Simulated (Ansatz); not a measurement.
`N#[C][GaH][F]` + `FBF` → `N#CB(F)F` + `[F][GaH2]` at 400 K and 1 bar (formal exchange of groups at a C–Ga bond).

Computed with Ansatz on PBE0-D4/def2-TZVP structures; ΔE is electronic, products minus reactants. CCSD(T)/CBS is the MP2 limit (def2-TZVPP, def2-QZVPP) plus CCSD(T) − MP2 in def2-TZVPP, frozen cores. This one scheme is used for every species. For Ga outer-core shells are correlated without core-valence functions, which leaves a few kJ/mol of doubt a bond. Scalar relativity is left out up to krypton.

| species | CCSD(T)/CBS energy (Eh) | H − E (kJ/mol) | S (J/(mol·K)) |
| --- | --- | --- | --- |
| `N#[C][GaH][F]` | -2117.11015 | 68.0 | 333.7 |
| `FBF` | -225.09427 | 62.5 | 257.9 |
| `N#CB(F)F` | -317.24121 | 69.6 | 310.6 |
| `[F][GaH2]` | -2024.95631 | 56.3 | 268.5 |

H − E and S are ideal-gas, rigid-rotor, harmonic terms from PBE0-D4/def2-TZVP. 1 Eh = 2625.50 kJ/mol, R = 8.31446 J/(mol·K).

By hand: ΔE, ΔH, ΔS and ΔG.

ΔE = (-317.24121) + (-2024.95631) − (-2117.11015) − (-225.09427) = 0.00690 Eh = 18.1 kJ/mol. Δ(H − E) = 69.6 + 56.3 − 68.0 − 62.5 = -4.6, so ΔH = 13.5 kJ/mol. ΔS = 310.6 + 268.5 − 333.7 − 257.9 = -12.5 J/(mol·K). ΔG = 13.5 − 400 × (-12.5)/1000 = 18.5 kJ/mol.

By hand: the equilibrium constant, and the temperature at which ΔG would vanish if ΔH and ΔS stayed fixed.

log₁₀ K = −ΔG/(RT ln 10) = -2.4. ΔH and −TΔS have one sign here, so there is no such temperature.

TΔS isn't small against ΔH here. A doubt of 5 kJ/mol in ΔE shifts log₁₀ K by 0.7 here. These are equilibria of isolated gas molecules and say nothing of rates. Largest T1 diagnostic: 0.015 (customary marks: 0.02 for closed shells, 0.045 for open ones).
